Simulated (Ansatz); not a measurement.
Level of theory: B3LYP-D3(BJ)/def2-SVP (Ansatz, a quantum-chemistry and plane-wave program). No frequencies were computed at this level.

Ansatz 0.2 input:
```yaml
crystal:
  periodic: [false, false, false]
  atoms:
    - { symbol: C, position_ang: [-1.367087, -2.335254, 0.02914] }
    - { symbol: O, position_ang: [-1.237862, -1.446661, -1.055498] }
    - { symbol: Sn, position_ang: [0.057872, 0.020263, -1.171151] }
    - { symbol: O, position_ang: [1.811844, -0.669024, -0.595454] }
    - { symbol: C, position_ang: [2.863952, 0.108628, -0.065196] }
    - { symbol: O, position_ang: [-0.309161, 1.39696, 0.232246] }
    - { symbol: C, position_ang: [-1.482525, 2.163506, 0.343538] }
    - { symbol: H, position_ang: [-1.591527, -1.81495, 0.964691] }
    - { symbol: H, position_ang: [-2.205328, -2.98855, -0.220808] }
    - { symbol: H, position_ang: [-0.469263, -2.941719, 0.164043] }
    - { symbol: H, position_ang: [-0.174032, 0.50847, -2.792686] }
    - { symbol: H, position_ang: [2.518322, 0.800697, 0.703064] }
    - { symbol: H, position_ang: [3.381144, 0.666162, -0.847683] }
    - { symbol: H, position_ang: [3.557318, -0.604445, 0.383272] }
    - { symbol: H, position_ang: [-1.386303, 2.722204, 1.276649] }
    - { symbol: H, position_ang: [-2.380037, 1.543348, 0.393166] }
    - { symbol: H, position_ang: [-1.587337, 2.870362, -0.481739] }
basis:
  gaussian: { orbitals: def2-svp }
hamiltonian:
  xc: b3lyp
  dispersion: d3bj
relax:
  max_steps: 150
```

Output:

```
[...]
these checks for a lower state are left out or cut short: starts, cluster_reference, orbital_swaps, neighbouring_geometries, increment
1831 factors; integrals over basis functions are off by at most 3.3e-4 eV
mean field -15241.02545090 eV, -560.0973545823 hartree, gradient 8.2e-6 eV, S^2 0.000000; 0 other end points of the search recorded, 0 dependent functions left out
reference -15241.02575125 eV, -560.0973656201 hartree; 37, 37 occupied and 123, 123 virtual orbitals, 1831 factors
relax step  24: F+E_penalty+E_count = -15241.64824789 eV  Δ(F+E_penalty+E_count) = -1.002e-3 eV  max|allowed force component| = 7.687e-2 eV/Å  Δτ_max = 0.0700 Å  (31 SCF iters, accepted)
these checks for a lower state are left out or cut short: starts, cluster_reference, orbital_swaps, neighbouring_geometries, increment
1831 factors; integrals over basis functions are off by at most 3.2e-4 eV
mean field -15241.02394549 eV, -560.0972992597 hartree, gradient 1.6e-5 eV, S^2 0.000000; 0 other end points of the search recorded, 0 dependent functions left out
reference -15241.02424597 eV, -560.0973103023 hartree; 37, 37 occupied and 123, 123 virtual orbitals, 1831 factors
relax step  25: F+E_penalty+E_count = -15241.64576175 eV  Δ(F+E_penalty+E_count) = +2.486e-3 eV  max|allowed force component| = 3.329e-1 eV/Å  Δτ_max = 0.1240 Å  (30 SCF iters, rejected (line search))
these checks for a lower state are left out or cut short: starts, cluster_reference, orbital_swaps, neighbouring_geometries, increment
1831 factors; integrals over basis functions are off by at most 3.3e-4 eV
mean field -15241.02368803 eV, -560.0972897982 hartree, gradient 1.4e-5 eV, S^2 0.000000; 0 other end points of the search recorded, 0 dependent functions left out
reference -15241.02398871 eV, -560.0973008478 hartree; 37, 37 occupied and 123, 123 virtual orbitals, 1831 factors
relax step  26: F+E_penalty+E_count = -15241.64717364 eV  Δ(F+E_penalty+E_count) = +1.074e-3 eV  max|allowed force component| = 1.416e-1 eV/Å  Δτ_max = 0.0620 Å  (31 SCF iters, rejected (line search))
these checks for a lower state are left out or cut short: starts, cluster_reference, orbital_swaps, neighbouring_geometries, increment
1831 factors; integrals over basis functions are off by at most 3.3e-4 eV
mean field evaluation 192: about -15240.9605 eV, gradient 1.3e0 eV
mean field -15241.02642422 eV, -560.0973903512 hartree, gradient 6.9e-6 eV, S^2 0.000000; 0 other end points of the search recorded, 0 dependent functions left out
reference -15241.02672462 eV, -560.0974013907 hartree; 37, 37 occupied and 123, 123 virtual orbitals, 1831 factors
relax step  27: F+E_penalty+E_count = -15241.64933601 eV  Δ(F+E_penalty+E_count) = -1.088e-3 eV  max|allowed force component| = 2.181e-2 eV/Å  Δτ_max = 0.0303 Å  (31 SCF iters, accepted)
these checks for a lower state are left out or cut short: starts, cluster_reference, orbital_swaps, neighbouring_geometries, increment
1831 factors; integrals over basis functions are off by at most 3.2e-4 eV
mean field -15241.02813721 eV, -560.0974533027 hartree, gradient 1.3e-5 eV, S^2 0.000000; 0 other end points of the search recorded, 0 dependent functions left out
reference -15241.02843762 eV, -560.0974643426 hartree; 37, 37 occupied and 123, 123 virtual orbitals, 1831 factors
relax step  28: F+E_penalty+E_count = -15241.65142643 eV  Δ(F+E_penalty+E_count) = -2.090e-3 eV  max|allowed force component| = 8.203e-2 eV/Å  Δτ_max = 0.0976 Å  (31 SCF iters, accepted)
these checks for a lower state are left out or cut short: starts, cluster_reference, orbital_swaps, neighbouring_geometries, increment
1831 factors; integrals over basis functions are off by at most 3.2e-4 eV
mean field -15241.02480716 eV, -560.0973309254 hartree, gradient 1.6e-5 eV, S^2 0.000000; 0 other end points of the search recorded, 0 dependent functions left out
reference -15241.02510701 eV, -560.0973419447 hartree; 37, 37 occupied and 123, 123 virtual orbitals, 1831 factors
relax step  29: F+E_penalty+E_count = -15241.64908295 eV  Δ(F+E_penalty+E_count) = +2.343e-3 eV  max|allowed force component| = 3.544e-1 eV/Å  Δτ_max = 0.1466 Å  (31 SCF iters, rejected (line search))
these checks for a lower state are left out or cut short: starts, cluster_reference, orbital_swaps, neighbouring_geometries, increment
1831 factors; integrals over basis functions are off by at most 3.2e-4 eV
mean field -15241.02910231 eV, -560.0974887692 hartree, gradient 7.1e-6 eV, S^2 0.000000; 0 other end points of the search recorded, 0 dependent functions left out
reference -15241.02940205 eV, -560.0974997844 hartree; 37, 37 occupied and 123, 123 virtual orbitals, 1831 factors
relax step  30: F+E_penalty+E_count = -15241.65289915 eV  Δ(F+E_penalty+E_count) = -1.473e-3 eV  max|allowed force component| = 1.263e-1 eV/Å  Δτ_max = 0.0733 Å  (31 SCF iters, accepted)
these checks for a lower state are left out or cut short: starts, cluster_reference, orbital_swaps, neighbouring_geometries, increment
1831 factors; integrals over basis functions are off by at most 3.2e-4 eV
mean field evaluation 224: about -15241.0330 eV, gradient 3.7e-4 eV
mean field -15241.03301635 eV, -560.0976326075 hartree, gradient 8.6e-6 eV, S^2 0.000000; 0 other end points of the search recorded, 0 dependent functions left out
reference -15241.03331591 eV, -560.0976436162 hartree; 37, 37 occupied and 123, 123 virtual orbitals, 1831 factors
relax step  31: F+E_penalty+E_count = -15241.65519745 eV  Δ(F+E_penalty+E_count) = -2.298e-3 eV  max|allowed force component| = 6.506e-2 eV/Å  Δτ_max = 0.0750 Å  (30 SCF iters, accepted)
these checks for a lower state are left out or cut short: starts, cluster_reference, orbital_swaps, neighbouring_geometries, increment
1831 factors; integrals over basis functions are off by at most 3.3e-4 eV
mean field -15241.03431393 eV, -560.0976802929 hartree, gradient 1.6e-5 eV, S^2 0.000000; 0 other end points of the search recorded, 0 dependent functions left out
reference -15241.03461330 eV, -560.0976912945 hartree; 37, 37 occupied and 123, 123 virtual orbitals, 1831 factors
relax step  32: F+E_penalty+E_count = -15241.65687980 eV  Δ(F+E_penalty+E_count) = -1.682e-3 eV  max|allowed force component| = 2.300e-1 eV/Å  Δτ_max = 0.1098 Å  (30 SCF iters, accepted)
these checks for a lower state are left out or cut short: starts, cluster_reference, orbital_swaps, neighbouring_geometries, increment
1831 factors; integrals over basis functions are off by at most 3.4e-4 eV
mean field -15241.03489321 eV, -560.0977015811 hartree, gradient 7.1e-6 eV, S^2 0.000000; 0 other end points of the search recorded, 0 dependent functions left out
reference -15241.03519235 eV, -560.0977125740 hartree; 37, 37 occupied and 123, 123 virtual orbitals, 1831 factors
relax step  33: F+E_penalty+E_count = -15241.65939589 eV  Δ(F+E_penalty+E_count) = -2.516e-3 eV  max|allowed force component| = 1.482e-1 eV/Å  Δτ_max = 0.0493 Å  (31 SCF iters, accepted)
these checks for a lower state are left out or cut short: starts, cluster_reference, orbital_swaps, neighbouring_geometries, increment
1831 factors; integrals over basis functions are off by at most 3.5e-4 eV
mean field -15241.03677042 eV, -560.0977705670 hartree, gradient 7.9e-6 eV, S^2 0.000000; 0 other end points of the search recorded, 0 dependent functions left out
reference -15241.03706980 eV, -560.0977815690 hartree; 37, 37 occupied and 123, 123 virtual orbitals, 1831 factors
relax step  34: F+E_penalty+E_count = -15241.66206454 eV  Δ(F+E_penalty+E_count) = -2.669e-3 eV  max|allowed force component| = 1.864e-2 eV/Å  Δτ_max = 0.0702 Å  (31 SCF iters, accepted)
these checks for a lower state are left out or cut short: starts, cluster_reference, orbital_swaps, neighbouring_geometries, increment
1831 factors; integrals over basis functions are off by at most 3.9e-4 eV
mean field -15241.03613500 eV, -560.0977472158 hartree, gradient 8.8e-6 eV, S^2 0.000000; 0 other end points of the search recorded, 0 dependent functions left out
reference -15241.03643466 eV, -560.0977582282 hartree; 37, 37 occupied and 123, 123 virtual orbitals, 1831 factors
relax step  35: F+E_penalty+E_count = -15241.66303267 eV  Δ(F+E_penalty+E_count) = -9.681e-4 eV  max|allowed force component| = 1.346e-1 eV/Å  Δτ_max = 0.1097 Å  (30 SCF iters, accepted)
these checks for a lower state are left out or cut short: starts, cluster_reference, orbital_swaps, neighbouring_geometries, increment
1831 factors; integrals over basis functions are off by at most 3.9e-4 eV
mean field evaluation 256: about -15240.9801 eV, gradient 1.6e-3 eV
mean field -15241.03685984 eV, -560.0977738531 hartree, gradient 7.7e-6 eV, S^2 0.000000; 0 other end points of the search recorded, 0 dependent functions left out
reference -15241.03715954 eV, -560.0977848670 hartree; 37, 37 occupied and 123, 123 virtual orbitals, 1831 factors
relax step  36: F+E_penalty+E_count = -15241.66393550 eV  Δ(F+E_penalty+E_count) = -9.028e-4 eV  max|allowed force component| = 5.221e-2 eV/Å  Δτ_max = 0.0160 Å  (32 SCF iters, accepted)
these checks for a lower state are left out or cut short: starts, cluster_reference, orbital_swaps, neighbouring_geometries, increment
1831 factors; integrals over basis functions are off by at most 4.0e-4 eV
mean field -15241.03726141 eV, -560.0977886108 hartree, gradient 7.6e-6 eV, S^2 0.000000; 0 other end points of the search recorded, 0 dependent functions left out
reference -15241.03756115 eV, -560.0977996260 hartree; 37, 37 occupied and 123, 123 virtual orbitals, 1831 factors
relax step  37: F+E_penalty+E_count = -15241.66431365 eV  Δ(F+E_penalty+E_count) = -3.782e-4 eV  max|allowed force component| = 7.338e-3 eV/Å  Δτ_max = 0.0260 Å  (31 SCF iters, accepted)
these checks for a lower state are left out or cut short: starts, cluster_reference, orbital_swaps, neighbouring_geometries, increment
1831 factors; integrals over basis functions are off by at most 4.1e-4 eV
mean field -15241.03727522 eV, -560.0977891182 hartree, gradient 7.1e-6 eV, S^2 0.000000; 0 other end points of the search recorded, 0 dependent functions left out
reference -15241.03757507 eV, -560.0978001376 hartree; 37, 37 occupied and 123, 123 virtual orbitals, 1831 factors
relax step  38: F+E_penalty+E_count = -15241.66452470 eV  Δ(F+E_penalty+E_count) = -2.110e-4 eV  max|allowed force component| = 2.733e-2 eV/Å  Δτ_max = 0.0459 Å  (30 SCF iters, accepted)
these checks for a lower state are left out or cut short: starts, cluster_reference, orbital_swaps, neighbouring_geometries, increment
1831 factors; integrals over basis functions are off by at most 4.2e-4 eV
mean field -15241.03713914 eV, -560.0977841176 hartree, gradient 7.5e-6 eV, S^2 0.000000; 0 other end points of the search recorded, 0 dependent functions left out
reference -15241.03743903 eV, -560.0977951380 hartree; 37, 37 occupied and 123, 123 virtual orbitals, 1831 factors
relax step  39: F+E_penalty+E_count = -15241.66460671 eV  Δ(F+E_penalty+E_count) = -8.201e-5 eV  max|allowed force component| = 1.578e-2 eV/Å  Δτ_max = 0.0207 Å  (32 SCF iters, accepted)
these checks for a lower state are left out or cut short: starts, cluster_reference, orbital_swaps, neighbouring_geometries, increment
1831 factors; integrals over basis functions are off by at most 4.2e-4 eV
mean field evaluation 288: about -15241.0370 eV, gradient 1.4e-5 eV
mean field -15241.03704492 eV, -560.0977806547 hartree, gradient 1.4e-5 eV, S^2 0.000000; 0 other end points of the search recorded, 0 dependent functions left out
reference -15241.03734480 eV, -560.0977916751 hartree; 37, 37 occupied and 123, 123 virtual orbitals, 1831 factors
relax step  40: F+E_penalty+E_count = -15241.66463459 eV  Δ(F+E_penalty+E_count) = -2.788e-5 eV  max|allowed force component| = 5.681e-3 eV/Å  Δτ_max = 0.0159 Å  (24 SCF iters, accepted)
1831 factors; integrals over basis functions are off by at most 4.2e-4 eV
mean field -15241.03704492 eV, -560.0977806547 hartree, gradient 1.4e-5 eV, S^2 0.000000; 1 other end points of the search recorded, 0 dependent functions left out
reference -15241.03734480 eV, -560.0977916751 hartree; 37, 37 occupied and 123, 123 virtual orbitals, 1831 factors
Total energy: -15241.66493447 eV, -560.1208551703 hartree
Atom 0 at    -0.951614    -1.983384     0.145858 Å, force     0.000733    -0.001372     0.002670 eV/Å
Atom 1 at    -1.142172    -1.261047    -1.050679 Å, force    -0.000129    -0.002018    -0.000083 eV/Å
Atom 2 at     0.043823     0.265131    -1.523199 Å, force    -0.001892    -0.000330     0.000496 eV/Å
Atom 3 at     1.955591    -0.179532    -1.270493 Å, force    -0.003270     0.000807    -0.003070 eV/Å
Atom 4 at     2.551296    -0.181203     0.011816 Å, force     0.002859    -0.000129     0.005681 eV/Å
Atom 5 at    -0.275738     1.657415    -0.135044 Å, force     0.000579     0.001696     0.000939 eV/Å
Atom 6 at    -1.576357     1.963944     0.316623 Å, force     0.001470    -0.001043    -0.001808 eV/Å
Atom 7 at    -0.963026    -1.337953     1.046403 Å, force    -0.000036    -0.001360    -0.002499 eV/Å
Atom 8 at    -1.774956    -2.711175     0.248500 Å, force     0.001511     0.000970     0.000268 eV/Å
Atom 9 at    -0.000923    -2.551296     0.151359 Å, force    -0.002393     0.001233    -0.000594 eV/Å
Atom 10 at    -0.255130     0.685838    -3.146495 Å, force     0.001154     0.000723     0.000685 eV/Å
Atom 11 at     2.239651     0.679439     0.630722 Å, force    -0.001081     0.000734     0.000011 eV/Å
Atom 12 at     3.646128    -0.131541    -0.116732 Å, force     0.000500     0.000095    -0.001178 eV/Å
Atom 13 at     2.321844    -1.106234     0.576002 Å, force    -0.001012    -0.000089    -0.001175 eV/Å
Atom 14 at    -1.492630     2.553128     1.246193 Å, force     0.000769     0.000214    -0.000240 eV/Å
Atom 15 at    -2.180731     1.064259     0.541653 Å, force     0.000449    -0.000121    -0.000347 eV/Å
Atom 16 at    -2.145067     2.574208    -0.412895 Å, force    -0.000213    -0.000011     0.000243 eV/Å
Dipole moment:    -0.161046     0.047687     0.128015 e Å
```

Cost: about 9 core-minutes (a rough figure).
